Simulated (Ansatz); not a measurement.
The cluster Ag3Te4⁺, relaxed as a singlet with RKS PBE-D4/def2-SVP in Ansatz, starting from the GFN1-xTB geometry. Force threshold 0.02 eV/Å.

In the def2 sets Ag, Te take a core potential; there is no spin–orbit coupling. The structure comes from a short search, and lower isomers may exist.

Start:

```
atom   x (Å)   y (Å)   z (Å)
 Ag1   0.494   0.507  -1.814
 Ag2   0.064  -0.494   1.882
 Ag3   2.273   0.082   0.289
 Te4   0.329   2.074   0.671
 Te5  -1.882   1.221  -0.676
 Te6  -1.906  -1.351   0.193
 Te7   0.628  -2.039  -0.545
```

```csv
step,energy (eV),largest force component (eV/Å),SCF passes
1,-41170.2433,1.446,40
2,-41170.4468,0.926,27
3,-41170.6743,0.283,27
4,-41170.8303,0.287,26
5,-41170.9341,0.179,27
6,-41170.9662,0.058,21
7,-41170.9681,0.011,21
```

Force components are those of the run's own axes.

End:

Cartesian coordinates in Å:
```
Ag 0.2245 0.0832 -2.3348
Ag -0.3604 -0.0880 2.3176
Ag 1.9176 0.0670 0.2434
Te 0.5052 2.2388 1.1033
Te -1.6036 1.3294 -0.5716
Te -1.6004 -1.4412 0.1648
Te 0.9170 -2.1891 -0.9227
```

Bonds lost: Ag1–Te4, Ag2–Te7 (atoms count from 1). The end is the same structure that another start reached.

No frequencies were taken in this run, so the end may be a saddle point.

It took 33 s on 4 threads of Arm Neoverse V1 on a shared host.
